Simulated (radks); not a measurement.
The numbers below are computed, except where a source is named.
Species: Ag II. Configuration: [Kr] 4d9.5 5p0.5 (fractional occupations, a model configuration). Code: a radial shooting solver on a logarithmic mesh with Libxc functionals. Model: Dirac Kohn-Sham, BLYP, spin-unpolarised, spherical densities, finite nucleus; open shells are shared between the two j in proportion to 2j + 1; Fermi nuclear charge, rms radius 4.5454 fm.

Normalised radial functions P(r) = r R(r) (large component), r in bohr:

r           4s1/2    4d3/2
0.003492   0.1332   0.0001
0.005466   0.1829   0.0002
0.008487   0.2344   0.0006
0.01328    0.2689   0.0021
0.02063    0.2445   0.0068
0.03228    0.1040   0.0210
0.05013   -0.1641   0.0589
0.07846   -0.4234   0.1479
0.1218    -0.3141   0.3003
0.1907     0.3141   0.4509
0.2961     0.6707   0.3760
0.4634    -0.1534  -0.1109
0.7195    -1.1571  -0.7235
1.126     -0.9260  -0.9060
1.749     -0.2616  -0.6151
2.737     -0.0227  -0.2529
4.249     -0.0004  -0.0574
6.651     0.0000  -0.0048
10.33     0.0000  -0.0001

4s1/2: eigenvalue -106.13 eV, 3 radial nodes at r = 0.0391, 0.157, 0.438 bohr, <r> = 0.911 bohr, 90 % of the charge inside 1.32 bohr. 4d3/2: eigenvalue -18.421 eV, 1 radial node at r = 0.428 bohr, <r> = 1.35 bohr, 90 % of the charge inside 2.16 bohr.
